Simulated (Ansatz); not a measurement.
A nudged elastic band was laid between two geometries of C$_{3}$H$_{8}$OSi (13 atoms, charge 0, multiplicity 1).

Computed with Ansatz 0.2.0, RKS BLYP-D4/6-31G*.

```json
{"movable images": "5", "climbing image": "yes", "spring": "5.0 eV/Å²", "optimiser": "quadratic models (default)", "start path": "IDPP", "force threshold": "0.05 eV/Å", "iteration limit": "60", "end points": "relaxed"}
```

First end point:

```xyz
13
Properties=species:S:1:pos:R:3
C -1.225 -0.688 0.883
C 0.083 -0.955 0.181
O 0.418 -2.289 0.308
C 0.843 -0.046 -0.483
Si 0.458 1.767 -0.692
H -1.139 -0.931 1.956
H -2.020 -1.330 0.466
H -1.533 0.362 0.784
H 1.274 -2.431 -0.155
H 1.776 -0.409 -0.939
H 0.351 2.504 0.612
H 1.564 2.393 -1.483
H -0.829 2.019 -1.424
```

Last end point:

```xyz
13
Properties=species:S:1:pos:R:3
C -1.289 -0.720 0.850
C 0.055 -0.940 0.204
O 0.414 -2.269 0.341
C 0.838 -0.025 -0.427
Si 0.519 1.787 -0.708
H -1.243 -0.994 1.918
H -2.045 -1.374 0.382
H -1.618 0.323 0.764
H 1.291 -2.391 -0.086
H 1.792 -0.401 -0.830
H 0.553 2.123 -2.171
H -0.813 2.207 -0.171
H 1.566 2.639 -0.053
```

(1) What changes between the two ends?

(2) What energy profile does the band end with?

The band took 7 iterations and of the order of 2.1 core-minutes.

## Answers

(1) No bond is made or broken. The dihedral C2–C4–Si5–H13 goes from -61 to 119°.

(2) The run converged. The highest image is number 0 of 0 to 6, 0.0 kJ/mol above the first end and 0.9 kJ/mol above the last; the last end lies 0.9 kJ/mol below the first. The highest image is an end point: on this band no image between the ends rises above it. Between wells the path still climbs a hump at image 4, 0.01 eV above the well before it.

| image | path coordinate (Å) | energy (kJ/mol) | dihedral C2–C4–Si5–H13 (°) |
| --- | --- | --- | --- |
| 0 | 0.00 | 0.0 | -61 |
| 1 | 1.11 | -0.6 | -31 |
| 2 | 2.22 | -0.9 | -1 |
| 3 | 3.34 | -0.6 | 29 |
| 4 | 4.45 | 0.0 | 58 |
| 5 | 5.58 | -0.6 | 89 |
| 6 | 6.71 | -0.9 | 119 |

Time of the run: 66 s on 2 threads of Arm Neoverse V2, on a shared host, peak memory 0.14 GiB.
